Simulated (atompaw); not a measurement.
How hard is this niobium PAW (atompaw) potential?

* Element: niobium (Nb)
* Generator: atompaw 4.2.0.5
* Type: PAW
* Functional: PBE
* Relativity: scalar-relativistic
* Frozen core: [Ar] 3d10
* Valence charge: 13
* Reference configuration: 4s2 4p6 4d4 5s1 5p0
* Partial waves: 4s (bound): rc 1.75 bohr; 5s (bound): rc 2.55 bohr; 4p (bound): rc 1.55 bohr; 5p (bound, empty): rc 2.55 bohr; 4d (bound): rc 2.55 bohr; 4d channel at 4.35 Ry: rc 2.50 bohr; 4f channel at 0.4 Ry: rc 2.55 bohr; 4f channel at 1.9 Ry: rc 2.55 bohr
* Local potential: troulliermartins scheme with l = 4 at -0.5 Ry, radius 1.95 bohr
* Core correction: smooth core density matched at 2.50 bohr
* Augmentation charge: besselshape compensation charge, radius 2.10 bohr; PAW radius 2.55 bohr; waves and projectors: custom rrkj vanderbiltortho

The pseudo-atom Hamiltonian at the reference potential is diagonalised in spherical Bessel functions j_l(qr) that vanish at 20 bohr, with q² up to the cutoff. All-electron valence levels (Ry): 4s -4.2919, 5s -0.2927, 4p -2.5373, 5p -0.0816, 4d -0.2235.

Q: How do the lowest levels (Ry) of each channel move with the cutoff, and are there ghosts?

A:

```json
{"cutoff (Ry)": "8", "s #1": "-4.0580", "s #2": "-0.2925", "s #3": "0.0041", "p #1": "-0.1246", "p #2": "-0.0724", "p #3": "0.0486", "d #1": "-0.0861", "d #2": "0.0565", "f #1": "0.1018", "Σ f·Δε (mRy)": "15493.6"}
{"cutoff (Ry)": "15", "s #1": "-4.2849", "s #2": "-0.2927", "s #3": "0.0041", "p #1": "-2.3852", "p #2": "-0.0816", "p #3": "0.0483", "d #1": "-0.2227", "d #2": "0.0514", "f #1": "0.1018", "Σ f·Δε (mRy)": "929.6"}
{"cutoff (Ry)": "25", "s #1": "-4.2915", "s #2": "-0.2927", "s #3": "0.0041", "p #1": "-2.5295", "p #2": "-0.0816", "p #3": "0.0483", "d #1": "-0.2234", "d #2": "0.0513", "f #1": "0.1018", "Σ f·Δε (mRy)": "47.6"}
{"cutoff (Ry)": "35", "s #1": "-4.2918", "s #2": "-0.2927", "s #3": "0.0041", "p #1": "-2.5369", "p #2": "-0.0816", "p #3": "0.0483", "d #1": "-0.2235", "d #2": "0.0513", "f #1": "0.1018", "Σ f·Δε (mRy)": "2.5"}
{"cutoff (Ry)": "50", "s #1": "-4.2919", "s #2": "-0.2927", "s #3": "0.0041", "p #1": "-2.5371", "p #2": "-0.0816", "p #3": "0.0483", "d #1": "-0.2235", "d #2": "0.0513", "f #1": "0.1018", "Σ f·Δε (mRy)": "1.4"}
{"cutoff (Ry)": "70", "s #1": "-4.2919", "s #2": "-0.2927", "s #3": "0.0041", "p #1": "-2.5373", "p #2": "-0.0816", "p #3": "0.0483", "d #1": "-0.2235", "d #2": "0.0513", "f #1": "0.1018", "Σ f·Δε (mRy)": "0.2"}
{"cutoff (Ry)": "400", "s #1": "-4.2919", "s #2": "-0.2927", "s #3": "0.0041", "p #1": "-2.5373", "p #2": "-0.0816", "p #3": "0.0483", "d #1": "-0.2235", "d #2": "0.0513", "f #1": "0.1018", "Σ f·Δε (mRy)": "0.0"}
```

Result: no extra level below or beside the all-electron valence levels (s, p, d, f tested); 10 mRy is reached at 30 Ry and 1 mRy at 55 Ry.
